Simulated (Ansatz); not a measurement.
Two structures of HfH$_{2}$SF$_{4}$, closed shell, reached by relaxing down either side of one saddle point (PBE0-D4/def2-TZVP). Energies are electronic, without zero-point energy. Program: Ansatz 0.2.0. Basis: def2-TZVPP and def2-QZVPP. Cores are frozen in the correlated methods. Core potentials replace the inner electrons of the atoms past krypton. Extrapolation: Hartree–Fock as exp(−7.88 √X), correlation as X^−2.97. First:

```
8
angstrom
Hf -0.5427 -0.5753 -0.7313
F 1.3200 -1.0118 -0.6943
F -1.1951 -1.7313 -2.0934
F -1.5396 -1.1586 0.7939
F -0.9542 1.1509 -1.4470
H 1.1041 0.3508 2.0600
S 0.3682 1.2495 1.3845
H 1.4393 1.7257 0.7276
```

Second:

```
atom    x (Å)    y (Å)    z (Å)
 Hf1  -0.7251  -0.1520  -0.3613
  F2   1.0459  -1.4288   0.6077
  F3   0.0905  -0.7103  -1.9772
  F4  -1.8144  -1.4107   0.5409
  F5  -1.9863   1.1001  -1.0065
  H6   1.3635  -0.6033   1.0047
  S7   0.6865   1.3448   1.1254
  H8   1.3395   1.8602   0.0663
```

(1) Which bonds change from the first to the second?

(2) Give the saddle point's structure and its height above each. (To be estimated.)

The T1 diagnostic stays at or below 0.017.

## Answers

(1) HfF₄ ([F][Hf]([F])([F])[F]) + H₂S → HfHSF₃ ([F][Hf]([F])([F])[SH]) + HF (still joined by a long Hf–F bond); bonds formed: F2–H6; dative contacts that become bonds: Hf1–S7; bonds broken: H6–S7; bonds weakened to dative contacts: Hf1–F2.

(2) Computed: 103.2 kJ/mol above the first and 12.5 kJ/mol above the second (CCSD(T) at an estimated basis limit (MP2 extrapolated from triple and quadruple zeta, plus CCSD(T) − MP2 in triple zeta)).
```xyz
8
angstrom
Hf -0.6795 -0.3181 -0.3675
F 1.0701 -1.2848 0.5134
F -0.0880 -0.9272 -2.0587
F -1.9240 -1.4653 0.4729
F -1.7482 1.1446 -0.9299
H 1.2824 -0.2722 0.9718
S 0.7261 1.2759 1.2191
H 1.3610 1.8472 0.1789
```

Exchanges of this kind with a chalcogen hydride build sulfide and selenide films.

Labels in which every atom is bracketed show which atoms are joined, not bond orders.

For scale, one of the runs: CCSD(T)/def2-TZVPP, 250 basis functions, launched by `ansatz run in.yaml --threads 8 --pin off --events-out ev --progress --plain --max-ram 19148MiB`. Hardware: 8 CPU threads of an Arm Neoverse V2, shared host. Wall time 3.3 min; peak host memory 6.6 GiB.
